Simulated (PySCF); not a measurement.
Shifts of the heteroatoms

Molfile (atoms numbered from 1):
```
C8H11NSi
     RDKit          3D

 21 21  0  0  0  0  0  0  0  0999 V2000
    3.3401    0.1683   -0.6383 C   0  0  0  0  0  0  0  0  0  0  0  0
    2.0715    0.0659   -0.2798 C   0  0  0  0  0  0  0  0  0  0  0  0
    0.8415    0.3729   -1.1027 C   0  0  0  0  0  0  0  0  0  0  0  0
   -0.2178   -0.3266   -0.2129 C   0  0  2  0  0  0  0  0  0  0  0  0
   -0.5459   -1.6060   -0.7561 C   0  0  0  0  0  0  0  0  0  0  0  0
   -0.7938   -2.6401   -1.1843 N   0  0  0  0  0  0  0  0  0  0  0  0
   -1.4932    0.3893    0.1229 C   0  0  0  0  0  0  0  0  0  0  0  0
   -1.9086    1.4895   -0.4851 C   0  0  0  0  0  0  0  0  0  0  0  0
   -2.2888   -0.2675    1.2114 C   0  0  0  0  0  0  0  0  0  0  0  0
    1.1043   -0.5639    1.2134 Si  0  0  0  0  0  4  0  0  0  0  0  0
    3.6325    0.5231   -1.6160 H   0  0  0  0  0  0  0  0  0  0  0  0
    4.1425   -0.0969    0.0301 H   0  0  0  0  0  0  0  0  0  0  0  0
    0.8843   -0.0085   -2.1242 H   0  0  0  0  0  0  0  0  0  0  0  0
    0.6715    1.4486   -1.1426 H   0  0  0  0  0  0  0  0  0  0  0  0
   -1.3718    1.9603   -1.2900 H   0  0  0  0  0  0  0  0  0  0  0  0
   -2.8314    1.9661   -0.2003 H   0  0  0  0  0  0  0  0  0  0  0  0
   -2.5438   -1.2877    0.9241 H   0  0  0  0  0  0  0  0  0  0  0  0
   -1.7068   -0.3198    2.1324 H   0  0  0  0  0  0  0  0  0  0  0  0
   -3.2068    0.2805    1.4069 H   0  0  0  0  0  0  0  0  0  0  0  0
    1.3004   -1.9272    1.6911 H   0  0  0  0  0  0  0  0  0  0  0  0
    0.9111    0.3965    2.2996 H   0  0  0  0  0  0  0  0  0  0  0  0
  1  2  2  0
  2  3  1  0
  3  4  1  0
  4  5  1  6
  5  6  3  0
  4  7  1  0
  7  8  2  0
  7  9  1  0
  4 10  1  0
 10  2  1  0
  1 11  1  0
  1 12  1  0
  3 13  1  0
  3 14  1  0
  8 15  1  0
  8 16  1  0
  9 17  1  0
  9 18  1  0
  9 19  1  0
 10 20  1  0
 10 21  1  0
M  END
```

- GFN2-xTB structure
- NMR shieldings at PBE0/pcSseg-1/GIAO
- code: PySCF
- gas phase, one computed conformer, fast rotation and ring inversion assumed for equivalent nuclei, non-relativistic Hamiltonian

Question: What are the 29Si shifts?

Answer: 
```tsv
atoms	environment	σ (ppm)	δ (ppm)
Si10	silicon bonded to 2 C, 2 H, in a 4-membered ring	370.0	-24.1
```

Shieldings were converted by a linear fit to measured shifts: 29Si (scatter 8.9 ppm rms, 25.8 ppm with the 6 outliers that the fit left out vs TMS, solution or neat liquid). Occasional misses reach two or three times the rms, and more in compound classes unlike the fitted ones.

On a 500 MHz spectrometer 29Si resonates near 99.3 MHz, so 1 ppm is 99.3 Hz.

Question: What are the 15N shifts?

Answer: 
| atoms | environment | σ (ppm) | δ (ppm) |
| --- | --- | --- | --- |
| N6 | nitrile nitrogen | -28.2 | -122.1 |

Shieldings were converted by a linear fit to measured shifts: 15N: δ = -148.07 − 0.921σ (rms 6.3 ppm, 71 shifts vs CH3NO2, solution or neat liquid). A few per cent of atoms miss by over 2 rms, more outside the fitted compound classes.

On a 300 MHz spectrometer 15N resonates near 30.4 MHz, so 1 ppm is 30.4 Hz.
